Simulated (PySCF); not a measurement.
# Polarisability and C₆ of Ne+ (neon, charge +1)

[He] 2s2 2p5, 2P determinant. Computed with PySCF 2.14 in aug-cc-pVTZ-DK (5s4p3d2f, 46 functions), with scalar relativity by spin-free X2C-1e. Coupled (time-dependent) response in atomic units; α is the mean over directions.

```tsv
method	mean α (bohr³)	α xx, yy, zz	C₆ (like pair)	S(−4)
UHF	1.236	1.302, 1.203, 1.203	2.151	0.4643
PBE	1.376	1.419, 1.354, 1.354	2.460	0.6361
PBE0	1.329	1.380, 1.304, 1.304	2.357	0.5741
MN15	1.348	1.415, 1.315, 1.315	2.374	0.6072
B3LYP	1.341	1.391, 1.317, 1.317	2.380	0.5913
```

S(−4) is the Cauchy moment in α(ω) = α(0) + S(−4) ω² + …

α(iu) at UHF:

```
u (hartree)  α(iu) (bohr³)
          0          1.236
     0.0500          1.235
      0.100          1.231
      0.200          1.218
      0.300          1.196
      0.500          1.134
      0.750          1.034
       1.00         0.9281
       1.50         0.7318
       2.00         0.5763
       3.00         0.3724
       5.00         0.1862
```

A single London oscillator, α(iu) = α/(1 + u²/ω²), gives C₆ = (3/4) ω α². Matching the computed C₆ needs ω = 4 × 2.151 / (3 × 1.236²) = 1.88 hartree.

For an ion, C₆ is the dispersion term alone; charge-induced terms of lower order in 1/R come first.

The components differ because the open shell of this determinant is not spherical; for a pure term their mean is the scalar polarisability.
